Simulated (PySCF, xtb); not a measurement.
Ti(Cl)3(OMe) (CH₃Cl₃OTi), SMILES [Cl][Ti]([Cl])([Cl])[O]C, multiplicity 1.

GFN2-xTB in xtb 6.7.1 at its own geometry gives an orbital gap of 3.30 eV and a dipole moment of 4.87 D.

Coordinates come from a PBE0-D3(BJ)/def2-SVP optimisation. The spin state was assumed, not searched. The values are those of a single conformer.

Question: What does B3LYP/def2-TZVP (PySCF) give? (An estimate is asked for; the answer gives what the named calculation found.)

Answer: gap 5.68 eV (levels -8.78 and -3.10 eV), dipole 3.70 D.
